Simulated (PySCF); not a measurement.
Spinor energies of W⁵⁷⁺ (tungsten, charge +57)

Start: [Ne] 3s2 3p5; 3p1/2 filled at m_j = -1/2, +1/2; 3p3/2 filled at m_j = -1/2, +1/2, +3/2. Calculated with PySCF 2.14 in an even-tempered Gaussian basis (18 s from 17 bohr⁻², ratio 2.4; 14 p from 22 bohr⁻², ratio 2.4; 4 d from 80 bohr⁻², ratio 2.6; 4 f from 120 bohr⁻², ratio 2.6): generalised Hartree-Fock with the X2C-1e Hamiltonian and a Gaussian nucleus; one run each with spin-orbit coupling (SO) switched off, then screened by Boettger's factors.

```
spinor shell  electrons  ε, spin-free (eV)  ε, screened SO (eV)  weight of nominal j (screened SO)  rms radius, screened SO (bohr)
       1s1/2          2           -74190.6             -74166.8                              1.000                          0.0208
       2s1/2          2           -16342.7             -16334.4                              1.000                          0.0828
       2p1/2          2           -14834.0             -15819.5                              1.000                          0.0703
       2p3/2          4           -14834.0             -14431.5                              1.000                          0.0774
       3s1/2          2            -6415.5              -6412.6                              1.000                           0.200
       3p1/2          2            -5959.7              -6210.2                              1.000                           0.190
       3p3/2          3            -5959.7              -5855.1                              1.000                           0.202
```

```csv
quantity,spin-free,screened SO
E (hartree),-12714.40486,-12736.65476
M_J,3/2,3/2
⟨J²⟩,3.750,3.750
⟨L²⟩,2.000,2.046
⟨S²⟩,0.750,0.796
```

Each row is a mean over spinors that exchange with the open shell spreads, by up to 28.207 eV (3s1/2).

Breit and QED terms are absent; they matter most for the inner s and p1/2 levels.

Densities and radii are taken from the X2C orbitals without a picture-change correction, which distorts them close to the nucleus.

Without spin-orbit coupling the j labels of p, d and f shells carry no meaning; the spin-free column gives the mean over the occupied spinors of each nl shell.
